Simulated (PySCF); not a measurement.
Job for PySCF: R-HF/STO-3G on HITe (SMILES [TeH]I), a point of a bond scan (R = 3.271 Å).

```python
from pyscf import gto, scf, dft, mp
from pyscf.data.elements import chemcore

mol = gto.M(
    atom='''
    Te    0.44277999    0.90828797    0.91299334
    H     0.69536625    2.07817325   -0.24428522
    I    -0.62561092   -1.29809112   -1.25198814
    ''',
    basis='sto-3g',
    charge=0, spin=0, verbose=3, max_memory=1800)
mf = scf.RHF(mol)
mf.conv_tol = 1e-8
mf.max_cycle = 100
mf.kernel()
if not mf.converged:
    mf = mf.newton().run(mf.mo_coeff, mf.mo_occ)
```

Output:

```
converged SCF energy = -13398.3726416236
```

The calculation finished and met its thresholds.

Cost: roughly 1.0 core-seconds.
